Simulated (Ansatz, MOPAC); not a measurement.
Reaction (SMILES): [AsH3] (AsH3) + H+ → [AsH4+] (at As, the best of the heteroatom sites tried; carbon was not tried)

Wanted: proton affinity (enthalpy at 298 K), in kcal/mol. Positive where the reaction releases energy. Conventions: no spin-orbit coupling; dispersion terms only where a functional's name holds one; non-relativistic; LANL2DZ with its own core potentials from Na on. First-principles rows: single points at B3LYP-D3(BJ) geometries (Ansatz, a first-principles code), with unscaled harmonic terms from B3LYP/6-31G* (LANL2DZ past Ar) (Ansatz) at its own minima. Semi-empirical rows: MOPAC heats of formation at their own minima for 298 K, the proton's as measured.

```csv
species,coefficient,"E at B3LYP/LANL2DZ (Ansatz), Eh","E at PBE0/def2-TZVPD (Ansatz), Eh","H(298 K) - E, kcal/mol","heat of formation at AM1 (MOPAC), kcal/mol"
[AsH3] (AsH3),+1,-7.89613,-2237.38546,15.96,3.01
H+,+1,0.00000,0.00000,1.48,365.69
[AsH4+],-1,-8.18771,-2237.68209,22.63,203.89
```

 1 Eh = 627.5095 kcal/mol.

Task: Compute it at each level from the table.

Result: 
- B3LYP/LANL2DZ: the sum of coefficient times E is 0.29158 Eh, or 182.97 kcal/mol; the thermal terms add -5.19. Result: 177.8 kcal/mol.
- PBE0/def2-TZVPD: the sum of coefficient times E is 0.29663 Eh, or 186.14 kcal/mol; the thermal terms add -5.19. Result: 180.9 kcal/mol.
- AM1: the sum of coefficient times heat of formation is 164.81 kcal/mol; it needs no thermal term.
